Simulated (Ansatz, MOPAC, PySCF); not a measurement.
Noncovalent pair: hydrogen isocyanide (SMILES [C-]#[NH+]) (first 3 atoms) with hydrogen isocyanide (SMILES [C-]#[NH+]); geometry from B3LYP-D3(BJ)/def2-TZVP, rigid monomers moved along the line of their centres of mass till H3···C4 is 2.36 Å.
(charge 0, multiplicity 1):
```
atom    x (Å)   y (Å)    z (Å)
----  -------  ------  -------
C     -0.2166  0.3936  -1.1305
N     -0.1158  0.3302   0.0263
H     -0.0279  0.2747   1.0361
C      0.1756  0.1469   3.3851
N      0.2758  0.0846   4.5377
H      0.3622  0.0309   5.5311
```

Counterpoise-corrected where a basis set is named; no monomer relaxation. Rows marked so take none.

Cores are frozen in the correlated methods. CBS(a, b) extrapolates the correlation energy as X⁻³ and adds the Hartree–Fock energy of set b. Rows in 3-21G, 6-31G*, STO-3G carry no dispersion term and start afresh at each structure (6-31G* with six Cartesian d functions). The state reached by PM3, PM7 isn't checked; PM7 holds dispersion and hydrogen-bond terms.

Codes used: Ansatz (a program for electronic structure); MOPAC for PM3, PM7 (differences of heats of formation); PySCF for 3-21G rows, 6-31G* rows, STO-3G rows, the dispersion terms. Values without a source in brackets are computed.

Other levels give for the interaction energy: PBE/def2-TZVPPD -28.4; B3LYP/def2-TZVPPD -25.7; B3LYP-D3(BJ)/def2-TZVPPD -29.0; wB97M-V/def2-TZVPPD -27.1; CCSD(T)/CBS(aug-cc-pVDZ, aug-cc-pVTZ) -28.6 kJ/mol.

Common cheap choices:

```tsv
level	interaction energy (kJ/mol)	less -28.6 (CCSD(T)/CBS(aug-cc-pVDZ, aug-cc-pVTZ))
PM3	-28.2	0.4
PM7	-12.8	15.8
HF/STO-3G (no counterpoise)	-23.4	5.2
HF/3-21G (no counterpoise)	-34.9	-6.3
HF/6-31G*	-22.9	5.7
B3LYP/3-21G (no counterpoise)	-42.6	-14.0
B3LYP/6-31G*	-28.2	0.4
M06-2X/6-31G* (no counterpoise)	-33.1	-4.5
```
